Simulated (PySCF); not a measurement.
Geometries of 2 isomers of H10OSi4, from PySCF, PBE0-D3(BJ)/def2-SVP geometry optimisation, gas phase. One conformer each, no zero-point energy, no frequencies.

**Question.** Which isomer lies lower at this level?
A.
```xyz
15
angstrom
Si    -3.152   -0.496   -0.119
O     -2.080    0.713   -0.485
Si    -0.482    1.131   -0.661
Si     0.955   -0.566    0.097
Si     3.190    0.060   -0.252
H     -3.354   -0.573    1.359
H     -2.636   -1.813   -0.604
H     -4.451   -0.194   -0.784
H     -0.222    2.381    0.115
H     -0.196    1.408   -2.103
H      0.677   -1.840   -0.642
H      0.722   -0.814    1.556
H      4.125   -0.955    0.323
H      3.451    0.184   -1.720
H      3.454    1.383    0.393
```
B.
```xyz
15
angstrom
O     -0.776   -2.074    1.597
Si    -1.558   -1.053    0.522
Si     0.159   -0.176   -0.805
Si    -0.313    2.056   -1.336
Si     2.075   -0.297    0.543
H     -1.310   -2.465    2.295
H     -2.253    0.062    1.248
H     -2.601   -1.777   -0.272
H      0.354   -0.983   -2.053
H     -0.465    2.826   -0.062
H      0.796    2.662   -2.135
H     -1.586    2.171   -2.114
H      3.238    0.361   -0.132
H      1.806    0.422    1.826
H      2.425   -1.719    0.833
```

**Answer.** A. That is `[SiH3]O[SiH2][SiH2][SiH3]`, 14.8 kcal/mol below the other.

| SMILES | atoms numbered as above | E (Eh) | relative (kcal/mol) | relative (kJ/mol) | dipole (D) |
| --- | --- | --- | --- | --- | --- |
| [SiH3]O[SiH2][SiH2][SiH3] | [SiH3:1][O:2][SiH2:3][SiH2:4][SiH3:5] | -1238.27110 | 0.0 | 0.0 | 0.40 |
| O[SiH2][SiH]([SiH3])[SiH3] | [OH:1][SiH2:2][SiH:3]([SiH3:4])[SiH3:5] | -1238.24749 | 14.8 | 62.0 | 1.51 |

As drawn, the higher has an O–H bond, which the lower lacks.
